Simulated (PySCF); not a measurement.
**Potential energy of InC⁺ along the bond**

Set-up: basis In aug-cc-pVDZ-PP with ECP28, C aug-cc-pVDZ; scalar-relativistic core potentials; PySCF 2.14. Energies in eV from In⁺ + C in their ground configurations at the same level. State: ³Π (triplet), unpaired electrons σ ↑, π ↑.

| R (Å) | PBE0 | PBE | UHF-SCS-MP2 |
| --- | --- | --- | --- |
| 2.480 | -0.2007 | -0.2862 | 0.0677 |
| 2.596 | -0.2746 | -0.3523 | -0.0474 |
| 2.711 | -0.3136 | -0.3849 | -0.1212 |
| 2.797 | -0.3270 | -0.3943 | -0.1569 |
| 2.884 | -0.3305 | -0.3946 | -0.1801 |
| 2.970 | -0.3269 | -0.3882 | -0.1939 |
| 3.086 | -0.3143 | -0.3725 | -0.2015 |
| 3.230 | -0.2910 | -0.3459 | -0.1993 |
| 3.403 | -0.2579 | -0.3093 | -0.1867 |
| 3.634 | -0.2128 | -0.2595 | -0.1629 |

Q: Put a parabola through the three lowest points of the PBE0 curve and estimate Re, k and ωe (reduced mass 10.87 u; 1 eV/Å² = 0.16022 mdyn/Å; ωe = 1302.8·√(k/μ) cm⁻¹).

A: Through R = 2.797, 2.884, 2.97 Å the second-order coefficient is 0.475 eV/Å², so Re ≈ 2.883 Å, k ≈ 0.152 mdyn/Å and ωe ≈ 154 cm⁻¹. A polynomial fit of higher order to the unrounded PBE0 energies gives Re = 2.879 Å, k = 0.155 mdyn/Å, ωe = 156 cm⁻¹; anharmonicity and rounding make the difference.

The higher-order fit for each curve: PBE0: Re = 2.879 Å, ωe = 156 cm⁻¹, De = 0.331 eV; PBE: Re = 2.843 Å, ωe = 160 cm⁻¹, De = 0.395 eV; UHF-SCS-MP2: Re = 3.125 Å, ωe = 117 cm⁻¹, De = 0.202 eV.

Correlated steps freeze 5 core orbitals. The bond is weak. Basis-set superposition, not corrected here, can be much of De in a small basis, most of all at correlated wavefunction levels. These are scalar-relativistic numbers at best; spin–orbit coupling would shift them, the dissociation energy most. For an ion De counts to the pair picked by the measured ionisation energies or electron affinities, which need not be the lowest pair at this level. The state was picked by a PBE0 search and need not be the measured ground state.
